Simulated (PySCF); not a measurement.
**Stretching SrLi**

Set-up: basis Sr x2c-TZVPall, Li x2c-TZVPall; spin-free X2C with a Gaussian nucleus; PySCF 2.14. Energies in eV from Sr + Li in their ground configurations at the same level. All curves are PBE0. state 1: ²Σ⁺ (doublet), unpaired electrons σ ↑; state 2: ²Δ (doublet), unpaired electrons δ ↑, a second solution, started from another occupation; state 3: doublet, unpaired electrons π ↑, a second solution, started from another occupation; state 4: ⁴Π (quartet), unpaired electrons σ ↑↑, π ↑, a second solution, started from another occupation.

```csv
R (Å),state 1,state 2,state 3,state 4
3.108,-0.1963,1.1954,0.3680,1.1756
3.253,-0.2774,1.1587,0.3879,1.1386
3.397,-0.3225,1.1535,0.4343,1.1294
3.506,-0.3385,1.1650,0.4818,1.1364
3.614,-0.3430,1.1862,0.5374,1.1526
3.722,-0.3386,1.2145,0.5990,1.1758
3.867,-0.3230,1.2595,0.6877,1.2143
4.048,-0.2935,1.3218,0.8043,1.2694
4.264,-0.2516,1.3979,0.9469,1.3382
4.554,-0.1948,1.4919,1.1328,1.4227
```

Question: Put a parabola through the three lowest points of the state 1 curve and estimate Re, k and ωe (reduced mass 6.497 u; 1 eV/Å² = 0.16022 mdyn/Å; ωe = 1302.8·√(k/μ) cm⁻¹).

Answer: Through R = 3.506, 3.614, 3.722 Å the second-order coefficient is 0.382 eV/Å², so Re ≈ 3.615 Å, k ≈ 0.122 mdyn/Å and ωe ≈ 179 cm⁻¹. A polynomial fit of higher order to the unrounded PBE0 energies gives Re = 3.609 Å, k = 0.121 mdyn/Å, ωe = 178 cm⁻¹; anharmonicity and rounding make the difference.

The higher-order fit for each curve: state 1: Re = 3.609 Å, ωe = 178 cm⁻¹, De = 0.343 eV; state 2: Re = 3.352 Å, ωe = 225 cm⁻¹, minimum 1.15 eV above the ground-state fragments; state 4: Re = 3.382 Å, ωe = 207 cm⁻¹, minimum 1.13 eV above the ground-state fragments. State 3 gave no clean fit.

The bond is weak. Basis-set superposition, not corrected here, can be much of De in a small basis, most of all at correlated wavefunction levels. Functionals without a dispersion term scatter widely for such bonds, and LDA overbinds them. ⟨S²⟩ of the unrestricted solution departs from its pure value on part of the curve, where spin states mix. Spin–orbit coupling is left out. Counting both spins, an empty level lies below a filled one in some of these solutions, because spin and occupation are held. The state was picked by a PBE0 search and need not be the measured ground state.
